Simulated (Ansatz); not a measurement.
Frontier orbitals of `C/N=C(\C)BO`.

Total charge 0; spin multiplicity 1. All single points use the PBE0-D4/def2-TZVP geometry. It is one conformer, not always the lowest. Basis def2-TZVPP, Ansatz.

```
             functional  HOMO (eV)  LUMO (eV)  gap (eV)
                    PBE      -5.32      -2.24      3.08
                 r2SCAN      -5.61      -2.06      3.55
                   PBE0      -6.80      -1.25      5.55
                  B3LYP      -6.57      -1.47      5.10
HSE06 (plane-wave form)      -6.39      -1.63      4.76
                ωB97X-V      -9.24       1.00     10.24
                ωB97M-V      -9.16       0.87     10.03
                     HF     -10.45       2.50     12.95
```

Against PBE, PBE0 changes HOMO and LUMO by −1.48 and +0.99 eV, ωB97M-V by −3.84 and +3.12 eV. A gap of 3.07 eV thus becomes 10.04 eV for the same molecule, so an orbital gap means little without its functional. A positive LUMO is unbound and depends on the basis.

B3LYP here is the variant with VWN-RPA as its local correlation; programs differ in this.
